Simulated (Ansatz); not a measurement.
`C#CC(C)(C)C` + `N[SiH3]` → `C#CN[SiH3]` + `CC(C)C`  (substitution at a C–C bond)

Gas-phase electronic energies from Ansatz, PBE0-D4/def2-TZVP geometries. CBS: MP2 limit from def2 TZ/QZ plus the TZ coupled-cluster correction, frozen cores. This one scheme is used for every species. DFT in def2-TZVPP.

Q: Is it downhill or uphill in electronic energy at CCSD(T)/CBS, and by how much? (An estimate is asked.)

A: Computed: Uphill: ΔE = +9.8 kcal/mol.

Q: What do these levels give: LDA (SPW92), PBE-D4, r2SCAN-D4, revPBE, BLYP, r2SCAN0, RPA@PBE/def2-TZVPP, MP2/def2-SVP, CCSD(T)/def2-SVP, CCSD/def2-TZVPP, CCSD(T)/def2-TZVPP, HF/def2-QZVPP? (Estimate.)

A: The calculation gave: LDA (SPW92) 4.9, PBE-D4 5.6, r2SCAN-D4 6.8, revPBE 4.4, BLYP 4.2, r2SCAN0 6.6, RPA@PBE/def2-TZVPP 9.6, MP2/def2-SVP 8.0, CCSD(T)/def2-SVP 7.0, CCSD/def2-TZVPP 9.2, CCSD(T)/def2-TZVPP 9.7, HF/def2-QZVPP 6.3 kcal/mol.

Q: What do rigid-rotor, harmonic-oscillator terms from PBE0-D4/def2-TZVP frequencies (298.15 K, 1 bar) make of the CCSD(T)/CBS value? (Estimate.)

A: The calculation gave: ΔZPE = +0.1 kcal/mol, ΔH = +10.0 kcal/mol, ΔS = 12 J/(mol·K), ΔG = +9.1 kcal/mol.

Largest T1 diagnostic among the species: 0.012.

The D4 term adds +1.2 kcal/mol with B3LYP and +0.7 kcal/mol with PBE0; it sums over pairs of atoms, weighted by their polarisabilities, and B3LYP, whose exchange is more repulsive, gets the larger term. From BLYP to BHLYP (50 % exact exchange), in def2-TZVPP and without D4, ΔE moves by +1.5 kcal/mol.

B3LYP here is the variant with VWN-RPA as its local correlation; programs differ in this.
